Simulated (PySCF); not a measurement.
Zn(F)(Me) (CH₃FZn), SMILES [CH3][Zn][F].

The structure is a stationary point at PBE0-D3(BJ)/def2-TZVP.

These are PySCF with TDA-B3LYP/def2-SVPD values and carry that method's errors.

Vertical excitations; the highest root listed may be one member of a degenerate set. The molecule is in vacuum. State labels are in the subgroup Cs.

Computed UV-visible absorptions:
```csv
state,symmetry,energy (eV),λ (nm),f,main pairs
S1,A',7.19,172,0.312,HOMO→LUMO 91 %
S2,A",7.40,167,0.003,"HOMO−1→LUMO, HOMO→LUMO+1 (degenerate set)"
S3,A',7.40,167,0.003,"HOMO−2→LUMO, HOMO→LUMO+2 (degenerate set)"
S4,A',7.55,164,0.105,"HOMO→LUMO+2, HOMO−2→LUMO (degenerate set)"
S5,A",7.55,164,0.105,"HOMO→LUMO+1, HOMO−1→LUMO (degenerate set)"
S6,A",8.14,152,0.000,"HOMO−2→LUMO+1 50 %, HOMO−1→LUMO+2 50 %"
S7,A",8.19,151,0.000,"HOMO−1→LUMO+2, HOMO−2→LUMO+1 (degenerate set)"
S8,A',8.19,151,0.000,"HOMO−1→LUMO+1, HOMO−2→LUMO+2 (degenerate set)"
S9,A',8.34,149,0.001,"HOMO−3→LUMO 54 %, HOMO−2→LUMO+2 20 %, HOMO−1→LUMO+1 20 %"
S10,A',8.75,142,0.006,HOMO→LUMO+3 84 %
T1,A',5.95,208,0,HOMO→LUMO 97 %
T2,A",6.90,180,0,HOMO→LUMO+1 (degenerate set)
T3,A',6.90,180,0,HOMO→LUMO+2 (degenerate set)
T4,A',7.14,174,0,HOMO−2→LUMO 96 %
```
Triplets are in the Tamm–Dancoff approximation.
